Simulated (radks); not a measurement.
Results of a calculation; reference values are marked as such.
Species: K V. Configuration: [Ne] 3s2 3p3 (the NIST ground configuration). Level of theory: scalar-relativistic Kohn-Sham, PBE, spin-polarised, spherical densities, point nucleus; open shells are filled with parallel spins first (a radial shooting solver on a logarithmic mesh with Libxc functionals). Some entries of the table are withheld. Estimate them.

orbital  occ.  eigenvalue (eV)  r(max) (bohr)
1s up       1        -3588.474        0.05302
1s down     1        -3587.561        0.05301
2s up       1        -416.9290            (1)
2s down     1        -416.1059            (2)
2p up       3              (3)         0.2619
2p down     3              (4)         0.2624
3s up       1         -91.5508          1.036
3s down     1         -86.2090          1.034
3p up       3         -73.3834            (5)
3p down     0         -68.2413            (6)

Answer. 
(1) 2s up r(max) (bohr): 0.3176
(2) 2s down r(max) (bohr): 0.3178
(3) 2p up eigenvalue (eV): -344.1335
(4) 2p down eigenvalue (eV): -342.9625
(5) 3p up r(max) (bohr): 1.078
(6) 3p down r(max) (bohr): 1.079
